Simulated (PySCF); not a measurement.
# Spin states and ions at one geometry of [Hg(NH3)3]2+

PySCF 2.14.0, RKS PBE, Hg def2-SVP with ECP60, N def2-SVP, H def2-SVP; non-relativistic Hamiltonian with scalar-relativistic core potentials where named; density fitting; no spin-orbit coupling; singlets restricted, open shells unrestricted. The geometry is relaxed for charge +2, singlet, vacuum:

```xyz
13

Hg    0.0000    0.0000    0.0000
N     2.2827    0.0024    0.0000
H     2.6707   -0.4788    0.8310
H     2.6707   -0.4788   -0.8310
H     2.6787    0.9587    0.0000
N    -1.1434    1.9756    0.0000
H    -0.9207    2.5523    0.8310
H    -0.9207    2.5523   -0.8310
H    -2.1696    1.8405    0.0000
N    -1.1392   -1.9781    0.0000
H    -1.7500   -2.0734    0.8310
H    -1.7500   -2.0734   -0.8310
H    -0.5091   -2.7992    0.0000
```

Energies count from the relaxed state; an electron taken off or put on is at rest in vacuum. Charges and spins are Mulliken's.

| state | energy (eV) | spin squared | charge on Hg1 (e) | spin on Hg1 (e) | dipole about the centre of mass (D) |
| --- | --- | --- | --- | --- | --- |
| charge +2, singlet, vacuum | 0.00 | 0.00 | 0.71 | 0.00 | 0.00 |
| charge +2, triplet, vacuum | 4.49 | 2.00 | 0.42 | 0.84 | 1.44 |
| charge +1, doublet, vacuum | -9.58 | 0.75 | 0.17 | 0.59 | 0.00 |

What does the state charge +3, doublet, vacuum give?

energy (eV) 20.37, spin squared 0.76, charge on Hg1 (e) 0.93, spin on Hg1 (e) 0.15, dipole about the centre of mass (D) 1.86.

With an electron taken off (doublet) the charges change, summed by element, by Hg +0.22 e, N +0.29 e, H +0.50 e. The vertical ionisation energy is 20.37 eV, against −ε(HOMO) = 17.22 eV of the relaxed state. The level lies 3.1 eV too high, as is usual for semilocal functionals and global hybrids, which keep a self-interaction error.

With an electron put on (doublet) the charges change, summed by element, by Hg -0.54 e, N +0.12 e, H -0.58 e. The vertical electron affinity is 9.58 eV, against −ε(LUMO) = 12.45 eV of the relaxed state.

Open shells may have lower solutions than those found. Hard to converge, so the more doubtful: charge +2, triplet, vacuum; charge +3, doublet, vacuum.

A frequency check found unstable modes (3, the lowest at -48 cm⁻¹), so the relaxed geometry is probably a saddle point.
